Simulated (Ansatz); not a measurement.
`C=CC[Si](F)(F)F` → `C=CCF` + `F[Si]F` at 400 K and 1 bar (silylene loss).

Gas-phase electronic energies from Ansatz, PBE0-D4/def2-TZVP geometries. CCSD(T)/CBS is the MP2 limit (def2-TZVPP, def2-QZVPP) plus CCSD(T) − MP2 in def2-TZVPP, frozen cores. This one scheme is used for every species. Each species was taken in one conformer, which may not be the lowest.

```tsv
species	CCSD(T)/CBS energy (Eh)	H − E (kJ/mol)	S (J/(mol·K))
`C=CC[Si](F)(F)F`	-705.83308	248.7	419.2
`C=CCF`	-216.92453	214.1	306.2
`F[Si]F`	-488.75686	28.3	270.5
```

H − E and S are ideal-gas, rigid-rotor, harmonic terms from PBE0-D4/def2-TZVP, for one conformer and one mirror image of each species. 1 Eh = 2625.50 kJ/mol, R = 8.31446 J/(mol·K).

Question: By hand: ΔE, ΔH, ΔS and ΔG.

Answer: ΔE = (-216.92453) + (-488.75686) − (-705.83308) = 0.15169 Eh = 398.3 kJ/mol. Δ(H − E) = 214.1 + 28.3 − 248.7 = -6.3, so ΔH = 392.0 kJ/mol. ΔS = 306.2 + 270.5 − 419.2 = 157.5 J/(mol·K). ΔG = 392.0 − 400 × (157.5)/1000 = 329.0 kJ/mol.

Question: By hand: the equilibrium constant, and the temperature at which ΔG would vanish if ΔH and ΔS stayed fixed.

Answer: log₁₀ K = −ΔG/(RT ln 10) = -43.0. ΔG = 0 at ΔH/ΔS = 2489 K.

The number of gas molecules changes by +1, which sets the sign of ΔS. A doubt of 5 kJ/mol in ΔE shifts log₁₀ K by 0.7 here. Other conformers and mirror images would add mixing entropy, several J/(mol·K) or more a flexible species. Modes under 60 cm⁻¹, often nearly free rotors, make the harmonic entropy too high. These are equilibria of isolated gas molecules and say nothing of rates. Largest T1 diagnostic: 0.015 (customary marks: 0.02 for closed shells, 0.045 for open ones).
